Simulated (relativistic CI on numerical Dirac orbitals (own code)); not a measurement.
## Hyperfine structure of Ag5+, mass number 107

Computed by Dirac-Coulomb-Breit CI, KLI orbitals optimised for each configuration, a model potential for QED, valence Slater integrals scaled by 0.85, P86 correlation energy added to each configuration (own radial code, finite nucleus).

Configurations in the expansion (outside the closed core [Ar] 3d10): 4s2 4p6 4d6, 4s2 4p6 4d5 5s, 4s2 4p6 4d5 4f, 4s2 4p6 4d5 5p, 4s2 4p5 4d7, 4s2 4p6 4d5 5d, 4s2 4p6 4d5 6s, 4s2 4p6 4d5 6p, 4s2 4p6 4d4 5s 5p, 4s 4p6 4d7, 4s2 4p6 4d5 6d, 4s2 4p6 4d5 5g, 4s2 4p6 4d4 5s2, 4s2 4p6 4d3 4f 5s2, 4s2 4p6 4d3 5s2 5p, 4s2 4p6 4d3 5s2 5d, 4s2 4p6 4d3 5s2 6s. Double excitations out of closed p, d and f shells are left out; levels of such configurations are missing from the list, as are those of other unlisted configurations, and high levels can miss mixing partners.

Nuclear spin I = 1/2, μ = -0.11352 μN (tables of Stone and Pyykkö). The electronic factors are computed for point nuclear moments, without core polarisation or the Bohr-Weisskopf and QED corrections.

```tsv
Level	E (eV)	A (MHz)
4s2 4p6 4d6 5D_4	0.0000	-134.1
4s2 4p6 4d6 5D_3	0.3225	-94.56
4s2 4p6 4d6 5D_2	0.4733	-89.32
4s2 4p6 4d6 5D_1	0.5907	-81.48
4s2 4p6 4d6 3P_2	2.5365	-95.83
4s2 4p6 4d6 3H_6	2.5845	-222.5
4s2 4p6 4d6 3H_5	2.6369	-213.7
4s2 4p6 4d6 3F_3	2.9674	-235.7
```

Levels with J = 0, under 50 % of one LS term, or S terms without an open s electron are left out. Small factors come from cancelling terms and can be off by tens of per cent or more.

At this charge configurations can still be misplaced by up to about 7 % of their energy. 35 of the 69 excited levels that our extract of the measured tables holds in this range could be paired (the sources list more); they are missed by 1734 cm⁻¹ on average and 6159 at most, and levels without a partner can miss by more. Some levels of the ground configuration have no partner and can miss by 10 % or more.

**Question.** Give the hyperfine levels of 4s2 4p6 4d6 5D_4 relative to its centre of gravity.

**Answer.** With K = F(F + 1) − I(I + 1) − J(J + 1), E = AK/2: F = 7/2: 335.2, F = 9/2: -268.1 MHz.

LS names give the leading component of a level, which can be under half, so a name can repeat, a term be missing and a line seem to break the LS rules.
